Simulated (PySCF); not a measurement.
# How methods differ on the ionisation energy of Sc²⁺

Sc²⁺ [Ar] 3d1 (2D) → Sc³⁺ [Ar] (1S), as a difference of total energies. Computed with PySCF 2.14 in pcseg-2 (6s4p3d2f1g, 56 functions), with no relativity, point nucleus. The calculations carry no spin-orbit coupling.

```
method  ionisation energy (eV)
   UHF                  23.929
 B3LYP                  25.500
  BP86                  25.513
```

These non-relativistic numbers lack the scalar-relativistic shift.

The reference lies between the lowest fine-structure levels, while these numbers refer to the centres of the terms.

For comparison: 24.757 eV (measured; NIST Atomic Spectra Database, ionization energies).
